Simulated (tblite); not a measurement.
Species: C₈H₁₆P (charge +1).
Atom-mapped SMILES: `[CH2:1]=[CH:2][CH2:3][P+:4]([CH3:5])([CH3:6])/[CH:7]=[CH:8]/[CH3:9]` (hydrogens: H10, H11 on C1; H12 on C2; H13, H14 on C3; H15, H16, H17 on C5; H18, H19, H20 on C6; H21 on C7; H22 on C8; H23, H24, H25 on C9)

Geometry (GFN2-xTB, Å), atoms numbered from 1 in this order:
```xyz
25
C8H16P angstrom
C     -3.222    1.060   -0.253
C     -2.106    0.585   -0.774
C     -1.624   -0.821   -0.567
P     -0.029   -0.819    0.324
C      0.475   -2.543    0.573
C     -0.251   -0.025    1.932
C      1.204    0.016   -0.661
C      1.884    1.092   -0.265
C      2.912    1.772   -1.081
H     -3.867    0.456    0.365
H     -3.548    2.067   -0.439
H     -1.479    1.203   -1.403
H     -1.461   -1.318   -1.528
H     -2.344   -1.404    0.013
H      0.598   -3.031   -0.394
H      1.421   -2.576    1.111
H     -0.287   -3.070    1.147
H     -0.995   -0.578    2.504
H     -0.601    0.998    1.791
H      0.691   -0.023    2.478
H      1.374   -0.428   -1.636
H      1.698    1.523    0.710
H      3.858    1.789   -0.540
H      3.057    1.286   -2.041
H      2.628    2.812   -1.242
```

All values are computed: GFN2-xTB (tblite) harmonic vibrations without scaling, gas phase. Errors from tens to a few hundred cm⁻¹ against measured bands are possible. One conformer, not necessarily the lowest.

Harmonic wavenumbers (cm⁻¹): 33.4, 56.5, 61.3, 108.2, 133.3, 147.5, 157.6, 173.3, 188.9, 212.0, 227.1, 246.0, 297.0, 332.2, 389.6, 423.5, 590.1, 684.5, 694.9, 766.3, 772.9, 781.8, 808.7, 841.8, 866.3, 901.7, 913.1, 917.6, 939.6, 969.6, 987.9, 1013.9, 1016.0, 1039.5, 1119.1, 1141.4, 1182.6, 1206.1, 1266.5, 1281.8, 1312.0, 1317.0, 1383.2, 1387.0, 1395.4, 1398.0, 1404.2, 1406.1, 1407.2, 1441.2, 1452.7, 1649.7, 1706.2, 2925.1, 2951.1, 2998.0, 2999.6, 3002.3, 3004.1, 3005.8, 3005.9, 3009.0, 3023.9, 3024.4, 3051.6, 3059.0, 3066.2, 3108.8, 3149.1.

A = 1525, B = 920.6, C = 711.0 MHz; mass 143.099 u (most abundant isotopes); point group C1, symmetry number 1.

Q: Zero-point energy?

A: ½Σν̃ = 46467 cm⁻¹ = 555.87 kJ/mol.

Q: Give the ideal-gas entropy at 500 K and 1 bar in the rigid-rotor, harmonic-oscillator model (classical rotation).

A: Translation 181.51, rotation 132.62, vibration 302.09: S = 616.2 J/(mol K).

Q: And Cp and H(500 K) − H(0)?

A: Cp = 306.36 J/(mol K), of which vibrations give 273.10 (their classical limit is 69 R = 573.7); H(500 K) − H(0) = 90.56 kJ/mol without the zero-point energy, 73.93 from vibrations.

Q: What must be added to the electronic energy to get the Gibbs energy at 500 K and 1 bar?

A: ZPE + [H(500 K) − H(0)] − T·S = 555.87 + 90.56 − 308.10 = 338.33 kJ/mol.

Q: Which modes carry the vibrational entropy at 500 K?

A: 33.4 cm⁻¹: 27.79; 56.5 cm⁻¹: 23.43; 61.3 cm⁻¹: 22.75; 108.2 cm⁻¹: 18.05; 133.3 cm⁻¹: 16.33; 147.5 cm⁻¹: 15.50 J/(mol K); the other 63 give 178.23 together.

Q: How do the functions run with temperature in this model?

A: 
```
 T (K)  S (J/(mol K))  Cp (J/(mol K))  H − H(0) (kJ/mol)  G − H(0) (kJ/mol)  ln q(vib)
   150          370.3           134.1              12.97             -42.57       5.17
   250          449.9           182.7              28.76             -83.71       9.26
298.15          484.2           208.3              38.17            -106.20      11.13
   400          552.9           261.2              62.11            -159.06      14.94
   600          675.5           344.1             123.13            -282.17      22.05
   900          831.7           425.8             239.56            -509.01      31.89
```

q(vib) and H(0) count from the zero-point level.

Hindered rotation and anharmonicity are outside this model. Other conformers, if any are populated, would add a mixing term that is left out. The structure is chiral; the term R ln 2 for an equal mix with its mirror image is left out.
